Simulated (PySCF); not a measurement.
Species, as SMILES: [BH] (BH) (closed-shell singlet).
Geometry (B3LYP-D3(BJ)/def2-TZVP, fixed):
```
B
H 1 1.2331
```

Basis-set convergence of the mean static polarisability at PBE0 with PySCF. All functions are spherical. Density fitting with generated auxiliary sets. No added dispersion term, no relativity. Reference: the value in aug-cc-pV5Z, 23.41 bohr³. Deviations are taken from unrounded values.

| basis | functions | mean static polarisability (bohr³) | minus reference (%) |
|---|---|---|---|
| cc-pVDZ | 19 | 18.78 | -19.8 |
| def2-SVP | 19 | 19.45 | -16.9 |
| 6-311G** | 24 | 19.40 | -17.1 |
| def2-SVPD | 28 | 22.26 | -4.9 |
| aug-cc-pVDZ | 32 | 22.99 | -1.8 |
| aug-pcseg-1 | 32 | 23.19 | -0.9 |
| def2-TZVP | 37 | 20.99 | -10.3 |
| d-aug-cc-pVDZ | 45 | 23.32 | -0.4 |
| def2-TZVPP | 45 | 21.07 | -10.0 |
| def2-TZVPD | 46 | 23.13 | -1.2 |
| pcseg-3 | 93 | 22.32 | -4.7 |
| d-aug-cc-pVTZ | 94 | 23.41 | 0.0 |
| aug-cc-pV5Z | 207 | 23.41 | 0.0 |
